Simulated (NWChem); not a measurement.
System: sulfur tetrafluoride (SF4); SMILES FS(F)(F)F

NWChem input:

```
start job
memory heap 200 mb stack 900 mb global 1100 mb
geometry units angstroms noautoz
  F      1.220545     0.000000     0.616808
  S      0.000000     0.000000    -0.387794
  F      0.000000    -1.654169    -0.275546
  F      0.000000     1.654169    -0.275546
  F     -1.220545     0.000000     0.616808
end
basis spherical
  F library 3-21g
  S library 3-21g
end
dft
  xc xcamb88 1.00 lyp 0.81 vwn_5 0.19 hfexch 1.00
  cam 0.33 cam_alpha 0.19 cam_beta 0.46
  iterations 150
end
tddft
  cis
  nroots 6
  notriplet
end
task tddft energy
```

NWChem printed, in part:

```
             Northwest Computational Chemistry Package (NWChem) 7.3.0
             --------------------------------------------------------

 C2V symmetry detected

                             Geometry "geometry" -> ""
                             -------------------------

 Output coordinates in angstroms (scale by  1.889725989 to convert to a.u.)

  No.       Tag          Charge          X              Y              Z
 ---- ---------------- ---------- -------------- -------------- --------------
    1 F                    9.0000     1.22054500     0.00000000     0.61800008
    2 S                   16.0000     0.00000000     0.00000000    -0.38660192
    3 F                    9.0000     0.00000000    -1.65416900    -0.27435392
    4 F                    9.0000     0.00000000     1.65416900    -0.27435392
    5 F                    9.0000    -1.22054500     0.00000000     0.61800008

 Effective nuclear repulsion energy (a.u.)     295.3507469767

      Symmetry information
      --------------------

 Group name             C2v
 Group number             16
 Group order               4
 No. of unique centers     3

                                 NWChem DFT Module
                                 -----------------

 Summary of "ao basis" -> "ao basis" (spherical)
 ------------------------------------------------------------------------------
       Tag                 Description            Shells   Functions and Types
 ---------------- ------------------------------  ------  ---------------------
 F                           3-21g                   5        9   3s2p
 S                           3-21g                   7       13   4s3p

      Symmetry analysis of basis
      --------------------------

        a1         21
        a2          4
        b1         12
        b2         12

[...]

                                NWChem TDDFT Module
                                -------------------

            General Information
            -------------------
           No. of orbitals :      98
            Alpha orbitals :      49
             Beta orbitals :      49
        Alpha frozen cores :       0
         Beta frozen cores :       0
     Alpha frozen virtuals :       0
      Beta frozen virtuals :       0
         Spin multiplicity :       1
    Number of AO functions :      49
        Use of symmetry is : off
      Symmetry adaption is : on
         Schwarz screening :  0.10D-07

              XC Information
              --------------
              Hartree-Fock (Exact) Exchange   1.00
            CAM-Becke88 Exchange Functional   1.00
               VWN V Correlation Functional   0.19 local
       Lee-Yang-Parr Correlation Functional   0.81
           Alpha           :  0.19
           Beta            :  0.46
           Gamma           :  0.33

             TDDFT Information
             -----------------
          Calculation type : Tamm-Dancoff TDDFT
         Wavefunction type : Restricted singlets
          No. of electrons :      52
           Alpha electrons :      26
            Beta electrons :      26
              No. of roots :       6
          Max subspacesize :    5200
            Max iterations :     100
               Target root :       1
           Target symmetry : none
      Symmetry restriction : off
                 Algorithm : Optimal
        Davidson threshold :  0.10D-03

    6 smallest eigenvalue differences (eV)
--------------------------------------------------------
  No. Spin  Occ  Vir  Irrep   E(Occ)    E(Vir)   E(Diff)
--------------------------------------------------------
    1    1   26   27 b1       -0.376    -0.013     9.894
    2    1   26   28 a1       -0.376     0.051    11.628
    3    1   25   27 b2       -0.440    -0.013    11.631
    4    1   24   27 a2       -0.448    -0.013    11.840
    5    1   23   27 a1       -0.464    -0.013    12.272
    6    1   22   27 b1       -0.467    -0.013    12.350
--------------------------------------------------------

  Entering Davidson iterations
  Restricted singlet excited states

  Iter   NTrls   NConv    DeltaV     DeltaE      Time
  ----  ------  ------  ---------  ---------  ---------
    1      6       0     0.23E+00   0.10+100        2.6
    2     12       0     0.64E-01   0.44E-01        2.9
    3     18       0     0.19E-01   0.43E-02        2.6
    4     24       0     0.98E-02   0.76E-03        2.7
    5     30       0     0.47E-02   0.13E-03        2.7
    6     36       1     0.33E-02   0.33E-04        2.6
    7     41       4     0.75E-03   0.71E-05        2.4
    8     43       4     0.18E-03   0.27E-06        1.9
    9     45       6     0.87E-04   0.12E-07        1.9
  ----  ------  ------  ---------  ---------  ---------
  Convergence criterion met

  Ground state a1       -793.134963775681 a.u.

  ----------------------------------------------------------------------------
  Root   1 singlet b1             0.218375310 a.u.                5.9423 eV
  ----------------------------------------------------------------------------
     Transition Moments    X  0.48286   Y -0.00000   Z  0.00000
     Dipole Oscillator Strength                    0.0339433056
     Electric Quadrupole                           0.0000000320
     Magnetic Dipole                               0.0000007672
     Total Oscillator Strength                     0.0339441048

[...]
```

Level: CAM-B3LYP/3-21G, TDA. STO-3G and 3-21G are far too small for this property and stand as cheap habits. Geometry: optimised at PBE0/def2-SVP.
